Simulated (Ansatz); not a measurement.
Mulliken charges of CCl₂FNSn, SMILES `N#[C][Sn]([F])([Cl])[Cl]` from r2SCAN/def2-TZVPP in Ansatz (PBE0-D4/def2-TZVP geometry).

```tsv
atom	x (Å)	y (Å)	z (Å)	charge (e)
N1	1.617	-1.865	1.139	-0.037
C2	0.917	-1.095	0.647	-0.313
Sn3	-0.320	0.327	-0.236	1.339
F4	-1.784	-0.613	-0.975	-0.426
Cl5	0.747	1.400	-1.933	-0.282
Cl6	-1.135	1.781	1.311	-0.282
```

Task: By hand: the dipole of these point charges (1 e Å = 4.8032 D).

Result: Σ q r = (0.094, 0.214, 0.030) e Å, of length 0.236 e Å = 1.13 D.

Task: How does the dipole of the full density compare? (Estimate.)

Result: The calculation gave: (-0.058, 0.395, -0.079) e Å, 1.95 D; the point charges give 0.58 times that, at 37° from its direction.

Point charges leave out the atoms' own dipoles, such as those of lone pairs, and Mulliken's split depends on the basis, so the two needn't agree.
